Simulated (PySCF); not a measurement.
# UHF on B⁺ (boron, charge +1)

Configuration: [He] 2s2, closed-shell 1S. Calculation: PySCF 2.14, in jorge-DZP-DKH (4s2p1d, 15 functions); scalar relativity by spin-free X2C-1e.

```json
{"Total energy": "-24.241930 hartree", "One-electron energy": "-30.3609 hartree", "Hartree (Coulomb) energy": "9.6117 hartree", "Exchange energy": "-3.4927 hartree", "⟨S²⟩": "0.0000", "⟨L²⟩": "0.000", "Sum of ⟨r⟩": "4.262 bohr", "Sum of ⟨r²⟩": "8.060 bohr²", "Langevin diamagnetic susceptibility": "-6.38 ×10⁻⁶ cm³/mol", "Time after the integrals": "0.03 s of wall time on 1 thread of Neoverse-V2 (shared host)"}
```

```csv
shell,electrons,mean orbital energy (hartree),"rms radius, mean of both spins (bohr)"
1s,2,-8.18757,0.378
2s,2,-0.87390,1.97
```
